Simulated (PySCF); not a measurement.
Can point charges reproduce the dipole moment of `C[C@@H](C1CCC1)[S@@](C)=O`?

Coordinates (GFN2-xTB, Å) and charges (e) from the PBE0/pcSseg-1 density (PySCF):

```tsv
atom	x	y	z	Mulliken	IAO	Hirshfeld	ESP-fitted
C1	0.677	2.258	0.046	-0.1938	-0.4251	-0.1252	-0.5221
C2	0.668	0.752	0.274	-0.4426	-0.2371	-0.0370	-0.1242
C3	-0.514	0.081	-0.390	-0.2847	-0.1242	-0.0315	+0.4075
C4	-1.916	0.650	-0.093	-0.1445	-0.2636	-0.0693	-0.1506
C5	-2.443	-0.785	0.039	-0.2036	-0.2611	-0.0699	-0.2161
C6	-0.996	-1.287	0.129	-0.1651	-0.2670	-0.0735	-0.1565
S7	2.279	0.157	-0.497	+0.6205	+1.0620	+0.3348	+0.2483
C8	2.374	-1.480	0.356	-0.3979	-0.5778	-0.1341	-0.4198
O9	1.964	-0.139	-1.896	-0.6169	-0.9069	-0.3559	-0.4309
H10	0.699	2.464	-1.022	+0.1275	+0.1507	+0.0435	+0.1699
H11	-0.206	2.729	0.470	+0.1334	+0.1462	+0.0451	+0.1361
H12	1.559	2.704	0.502	+0.1234	+0.1445	+0.0366	+0.1459
H13	0.729	0.525	1.340	+0.1261	+0.1306	+0.0355	+0.1427
H14	-0.319	0.048	-1.465	+0.1506	+0.1534	+0.0309	-0.0247
H15	-2.363	1.267	-0.870	+0.1275	+0.1359	+0.0381	+0.0416
H16	-1.952	1.185	0.854	+0.1086	+0.1269	+0.0358	+0.0551
H17	-2.946	-1.127	-0.863	+0.1205	+0.1385	+0.0413	+0.0833
H18	-3.079	-0.988	0.898	+0.1174	+0.1331	+0.0364	+0.0811
H19	-0.753	-2.153	-0.485	+0.1360	+0.1333	+0.0377	+0.0648
H20	-0.690	-1.476	1.157	+0.1036	+0.1247	+0.0335	+0.0305
H21	2.363	-1.318	1.427	+0.1309	+0.1540	+0.0464	+0.1185
H22	1.548	-2.103	0.039	+0.1660	+0.1615	+0.0491	+0.1254
H23	3.312	-1.938	0.059	+0.1571	+0.1673	+0.0514	+0.1943
```

Q: What dipole does each set of charges give (1 e·Å = 4.803 D), and what does the density give?

A: The full density gives (-0.87, -0.09, 3.39) D, 3.50 D in size; dipole vectors point from the negative to the positive end.

```csv
scheme,μx,μy,μz,size (D),share of the full size (%),angle to the full dipole (°)
Mulliken,-0.49,0.52,4.16,4.23,121,11
IAO,1.13,1.49,5.64,5.94,170,30
Hirshfeld,0.16,0.26,2.57,2.59,74,20
ESP-fitted,-0.83,-0.12,3.39,3.49,100,1
```

Q: Which set comes closest?

A: Length of the difference vector: ESP-fitted 0.05 D, Mulliken 1.06 D, Hirshfeld 1.37 D, IAO 3.40 D. Closest: ESP-fitted. The schemes that divide the density aren't constrained to reproduce the dipole.

Q: What is left for the Hirshfeld atoms' own dipoles?

A: The shares of the density sum to the whole, so what Σ q r misses lies in dipoles about the nuclei. The atomic dipoles sum to (-0.87, -0.09, 3.39) − (0.16, 0.26, 2.57) = (-1.03, -0.35, 0.82) D, 1.37 D in size.

Q: With the origin at the mean of the coordinates, (0.000, 0.001, 0.000) Å, which are the largest single terms, by size, of the Mulliken dipole along the direction of the full one?

A: O9 +6.88, S7 -3.14, H14 -0.97, H18 +0.94, H10 -0.75 D; all 23 atoms together +4.14 D. The single terms depend on the origin, their sum doesn't.

Q: Give the size of the full dipole in other units.

A: 3.50 D = 1.377 au = 0.729 e·Å = 11.67 × 10⁻³⁰ C·m.

One conformer (not necessarily the lowest) at the GFN2-xTB geometry, without solvent, vibrations or thermal averaging.

These values come from a run that also computed NMR shieldings. Hardware: an x86-64 server with one thread, shared host. Cost: 46 s of wall time.

Conformer computed: `[CH3:1][C@@H:2]([CH:3]1[CH2:4][CH2:5][CH2:6]1)[S@@:7]([CH3:8])=[O:9]`: C1–C2–C3–C4 -52°, C1–C2–S7–C8 162°.
